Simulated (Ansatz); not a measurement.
Molecule: C2H5Br3GeO, charge 0, multiplicity 1. 
Coordinates optimised at B3LYP-D3(BJ)/def2-TZVP (Ansatz, a program for electronic structure):
SMILES: [Br][Ge]([Br])([Br])[O]CC
```xyz
12

C     -3.8664    -1.2811    -0.3603
C     -2.3674    -1.3359    -0.5529
O     -1.7973    -0.1781     0.0840
Ge    -0.0615     0.0877     0.0594
Br     0.6892     0.2539    -2.1199
Br     0.2964     2.0408     1.1981
Br     1.0299    -1.6746     1.0809
H     -4.3336    -2.1477    -0.8327
H     -4.1169    -1.2865     0.7008
H     -4.2777    -0.3766    -0.8093
H     -1.9505    -2.2428    -0.1049
H     -2.1114    -1.3320    -1.6166
```
Charge 0, spin multiplicity 1.

Parts of the frozen-core correlation energy in cc-pVTZ (Ansatz, hartree). Frozen orbitals: 59; correlated occupied orbitals by spin: 22 and 22; virtual: 251 and 251. Spin-orbit coupling is left out. No relativistic terms.

```json
[
 {"term": "reference (HF)", "value": "-9946.52769"},
 {"term": "MP2 opposite-spin", "value": "…"},
 {"term": "MP2 same-spin", "value": "…"},
 {"term": "CCSD correlation", "value": "…"},
 {"term": "(T)", "value": "-0.05203"},
 {"term": "T1 diagnostic", "value": "0.011"},
 {"term": "largest doubles amplitude", "value": "0.022"}
]
```

Q: Some entries are withheld; supply them.

A: 
- MP2 opposite-spin, value: -0.88315
- MP2 same-spin, value: -0.28913
- CCSD correlation, value: -1.23380
